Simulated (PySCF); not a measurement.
W(O)2(SH)2 (H2O2S2W), SMILES [O]=[W](=[O])([SH])[SH], multiplicity 1. The structure is a stationary point at B3LYP-D3(BJ)/def2-SVP. The multiplicity is an assumed one; no other spin state was optimised. The structure was generated by enumeration; whether it is a known compound was not checked. The def2 effective core potentials stand for the cores of W; spin–orbit coupling is left out. One conformer was computed; it need not be the lowest.

Level of theory: B3LYP-D3(BJ)/def2-SVP run with PySCF 2.14.0.

Harmonic wavenumbers (cm⁻¹): 115, 145, 161, 201, 277, 281, 304, 390, 396, 637, 640, 992, 1028, 2649, 2650. Rotational constants (GHz): 2.531, 1.562, 1.303; symmetry number 2.

Q: Work out the zero-point energy and the ideal-gas rigid-rotor harmonic-oscillator thermochemistry at 298.15 K and 1 atm.

A: ZPE = ½ Σ hcν = ½ × 10866 cm⁻¹ = 64.99 kJ/mol. H − E(el) = 87.60 kJ/mol. Entropy in J/(mol K): translation 179.11, rotation 113.59, vibration 75.24, total 367.93. G − E(el) = -22.10 kJ/mol. Cp = 109.71 J/(mol K). Modes under 150 cm⁻¹ make the vibrational entropy uncertain.
